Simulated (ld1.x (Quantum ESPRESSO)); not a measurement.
## Which change was made? (H, TM semilocal)

| Item | Value |
| --- | --- |
| Element | H |
| Generator | ld1.x (Quantum ESPRESSO) 7.5 |
| Type | norm-conserving Troullier–Martins (semilocal form) |
| Functional | LDA (PZ) |
| Relativity | non-relativistic |
| Frozen core | none |
| Valence charge | 1 |
| Reference configuration | 1s1 |
| Partial waves | 2p channel at 0.05 Ry: rc 0.80 bohr; 1s (bound): rc 0.80 bohr |
| Local potential | the s channel |
| Core correction | none |

Cutoffs, loose and tight: the cutoffs (Ry, on a coarse ladder) from which the occupation-weighted sum of valence levels, in a spherical-Bessel basis at the reference potential, stays within 10 and 1 mRy of its value at 400 Ry. They do not see the model core or the augmentation charge, which bear on the density cutoff. Test errors are all-electron minus pseudo excitation energies from the reference, over the configurations 1s0.5 (two spin-polarised tests are not counted in the largest error); variants that change the core or the reference have their own tests.

The base gives: outcome: generated; cutoff, loose: 30 Ry; cutoff, tight: 60 Ry; bound ghosts: none.

Question: After one change the result is: outcome: generated; cutoff, loose: 35 Ry; cutoff, tight: 80 Ry; bound ghosts: none. Which change was it?
A. all radii scaled by about 0.85 (s 0.68, p 0.68 bohr)
B. all radii scaled by about 1.17 (s 0.94, p 0.94 bohr)
C. all radii scaled by about 1.35 (s 1.08, p 1.08 bohr)

Answer: A. The others give: all radii scaled by about 1.35 (s 1.08, p 1.08 bohr) → outcome: generated; cutoff, loose: 21 Ry; cutoff, tight: 40 Ry; bound ghosts: none | all radii scaled by about 1.17 (s 0.94, p 0.94 bohr) → outcome: generated; cutoff, loose: 25 Ry; cutoff, tight: 50 Ry; bound ghosts: none.
